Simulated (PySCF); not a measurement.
# How methods differ on the excitation energy of Al

Al [Ne] 3s2 3p1 (2P) → Al [Ne] 3s2 4s1 (2S), as a difference of total energies. Calculation: PySCF 2.14, in aug-cc-pVTZ-DK (6s5p3d2f, 50 functions); scalar relativity by spin-free X2C-1e. Correlated levels: valence: [Ne] frozen. The calculations carry no spin-orbit coupling.

```json
{"method": "UHF", "excitation energy (eV)": "3.035"}
{"method": "MP2 (valence)", "excitation energy (eV)": "3.108"}
{"method": "SCS-MP2 (valence)", "excitation energy (eV)": "3.111"}
{"method": "CCSDT (valence)", "excitation energy (eV)": "3.186"}
```

Question: Estimate what CCSD(T) (valence) gives.

Answer: 3.184 eV, closest to CCSDT (valence) among the rows shown.

Question: Estimate what CCSD (valence) gives.

Answer: 3.177 eV, closest to CCSDT (valence) among the rows shown.

Errors of the correlated levels include the incompleteness of this basis and the frozen core.

The promoted electron is Rydberg-like, and one or two diffuse shells describe it only roughly, which tends to raise the upper state.

For comparison: 3.133 eV (measured; NIST levels, between the centres of gravity of the two terms).
